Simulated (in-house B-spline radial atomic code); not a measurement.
## RPA and G0W0 on HSE06: Sn²¹⁺

Configuration [Ar] 3d10 4s1, highest spin, mean-field start HSE06. Computed with a B-spline radial code for spherical atoms: all electrons, non-relativistic, point nucleus, each spin shell either full or empty, empty states to l = 9 with an (l + 1/2)⁻⁴ tail; G0W0 by contour deformation at full frequency.

Without relativity these are model numbers: it shifts the levels of so heavy an element strongly and can reorder them.

Command:
```bash
python run_gw.py task.json out
```
Settings (radii: box in bohr, nucleus in fm):
```
Z                        50
electrons                29
configuration            [Ar] 3d10 4s1
hamiltonian              nr
method                   hse06
lmax                     9
spin_polarised           True
box_radius               3.94
intervals                48
ion_configuration        [Ar] 3d10
```

Time taken, with all properties: 4.8 s on 1 thread of Arm Neoverse N1 (shared host).

Energies (hartree):

| term | value |
| --- | --- |
| mean-field total | -5835.18047 |
| Hartree-Fock functional on these orbitals | -5834.27321 |
| direct second order | -2.3625 |
| second-order exchange | 0.69765 |
| SOSEX correction | 0.66994 |

What is the RPA correlation energy, and what remains with SOSEX?

RPA gives -2.213 hartree (-2.08 eV per electron); RPA + SOSEX gives -1.543, and the second-order doubles -1.6649 hartree (no singles). RPA lacks exchange-type terms and so overcorrelates at short range.

Quasi-particle levels (eV):

| level | occupied | mean field | Σx - vxc | Σc | QP weight | G0W0 |
| --- | --- | --- | --- | --- | --- | --- |
| 4s up | yes | -616.96 | -7.75 | ? | ? | ? |
| 3d down | yes | -1068.47 | -29.89 | 2.74 | 0.989 | -1095.62 |
| 3d up | yes | -1069.15 | -29.93 | 2.76 | 0.987 | -1096.32 |
| 3p down | yes | -1271.39 | -40.34 | 5.98 | 0.981 | -1305.75 |
| 4s down | no | -605.97 | 14.74 | -3.60 | 0.979 | -594.83 |

G0W0 = mean field + (Σx - vxc) + Σc, with Σc (partial-wave tail included) taken at the quasi-particle energy. Only the outer levels were computed.

Where does G0W0 put 4s up?

At -627.46 eV, with Σc = -2.74 eV and a quasi-particle weight of 0.987. The tabulated removal energy is 642.35 ± 0.22 eV (NIST, semi-empirical); the calculation leaves out relativity, Breit and QED terms, and what these don't explain is the method's own error.

What does it cost to remove one electron (to [Ar] 3d10) by differences of total energies, each species on its own start (correlation terms add to the Hartree-Fock functional)?

HSE06 627.98 eV, Hartree-Fock functional 624.44 eV, + RPA 626.77 eV, + RPA + SOSEX 625.66 eV, + second order 625.92 eV. Tabulated: 642.35 ± 0.22 eV (NIST, semi-empirical); the calculation leaves out relativity, Breit and QED terms, and what these don't explain is the method's own error.
